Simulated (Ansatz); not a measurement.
Ansatz (a first-principles code) input (CCSD(T)/aug-cc-pVDZ):

Ansatz 0.2 input:
```yaml
crystal:
  periodic: [false, false, false]
  atoms:
    - {symbol: C, position_ang: [2.32159805, -0.03454070, 0.09807729]}
    - {symbol: C, position_ang: [0.87362293, -0.46216527, -0.15040261]}
    - {symbol: C, position_ang: [-0.11241875, 0.71583203, -0.32038721]}
    - {symbol: C, position_ang: [-1.59310634, 0.40387410, -0.46147169]}
    - {symbol: F, position_ang: [-1.88155553, -0.46186922, 0.75918982]}
    - {symbol: H, position_ang: [2.70238919, 0.56737784, -0.73486268]}
    - {symbol: H, position_ang: [2.39299036, 0.58355098, 0.99900753]}
    - {symbol: H, position_ang: [3.00061371, -0.88610845, 0.22752331]}
    - {symbol: H, position_ang: [0.51747517, -1.07625004, 0.68078989]}
    - {symbol: H, position_ang: [0.82192335, -1.09160588, -1.04713097]}
    - {symbol: H, position_ang: [0.04589195, 1.39775941, 0.53208259]}
    - {symbol: H, position_ang: [0.17414098, 1.28689817, -1.21800702]}
    - {symbol: H, position_ang: [-1.65960015, -0.36279991, -1.26700568]}
basis:
  gaussian:
    orbitals: aug-cc-pVDZ
total_charge: -1
magnetization: {spin_polarized: false}
correlation: {method: ccsd_t, electrons: outside_noble_gas}
output: {forces: true}
```

End of the output:

```
cycle   7  -23.81792467 eV  change   -4.3e-4 eV  update   1.8e-3
cycle   8  -23.81782975 eV  change    9.5e-5 eV  update   9.5e-4
cycle   9  -23.81767264 eV  change    1.6e-4 eV  update   4.5e-4
cycle  10  -23.81802929 eV  change   -3.6e-4 eV  update   2.7e-4
cycle  11  -23.81795663 eV  change    7.3e-5 eV  update   1.7e-4
cycle  12  -23.81787264 eV  change    8.4e-5 eV  update   9.8e-5
cycle  13  -23.81786748 eV  change    5.2e-6 eV  update   5.6e-5
cycle  14  -23.81784310 eV  change    2.4e-5 eV  update   3.3e-5
cycle  15  -23.81783215 eV  change    1.1e-5 eV  update   1.8e-5
cycle  16  -23.81782570 eV  change    6.5e-6 eV  update   1.2e-5
cycle  17  -23.81782553 eV  change    1.7e-7 eV  update   7.4e-6
cycle  18  -23.81782734 eV  change   -1.8e-6 eV  update   4.9e-6
cycle  19  -23.81782778 eV  change   -4.4e-7 eV  update   3.0e-6
perturbative correction -0.80893687 eV, -0.0297278816 hartree
the calculation of the forces begins
Total energy: -6977.23530478 eV, -256.4086681108 hartree
Atom 0 at     2.321598    -0.034541     0.098077 Å, force    -0.090291     0.023962    -0.031534 eV/Å
Atom 1 at     0.873623    -0.462165    -0.150403 Å, force    -0.132732     0.066624    -0.020777 eV/Å
Atom 2 at    -0.112419     0.715832    -0.320387 Å, force     0.292297    -0.005537     0.126325 eV/Å
Atom 3 at    -1.593106     0.403874    -0.461472 Å, force    -0.362908     0.281525    -0.023279 eV/Å
Atom 4 at    -1.881556    -0.461869     0.759190 Å, force    -0.067406    -0.174326     0.274521 eV/Å
Atom 5 at     2.702389     0.567378    -0.734863 Å, force     0.157423     0.254895    -0.364433 eV/Å
Atom 6 at     2.392990     0.583551     0.999008 Å, force     0.022710     0.262081     0.400569 eV/Å
Atom 7 at     3.000614    -0.886108     0.227523 Å, force     0.251374    -0.363247     0.047206 eV/Å
Atom 8 at     0.517475    -1.076250     0.680790 Å, force    -0.135278    -0.283237     0.380859 eV/Å
Atom 9 at     0.821923    -1.091606    -1.047131 Å, force    -0.013439    -0.274576    -0.397214 eV/Å
Atom 10 at     0.045892     1.397759     0.532083 Å, force     0.036797     0.268047     0.318525 eV/Å
Atom 11 at     0.174141     1.286898    -1.218007 Å, force     0.100680     0.244047    -0.383506 eV/Å
Atom 12 at    -1.659600    -0.362800    -1.267006 Å, force    -0.059228    -0.300258    -0.327262 eV/Å
Dipole moment:     1.566188    -0.405625     0.074384 e Å
```

It need not be the lowest isomer of its formula. Whether it binds its extra electron was not tested at this geometry.
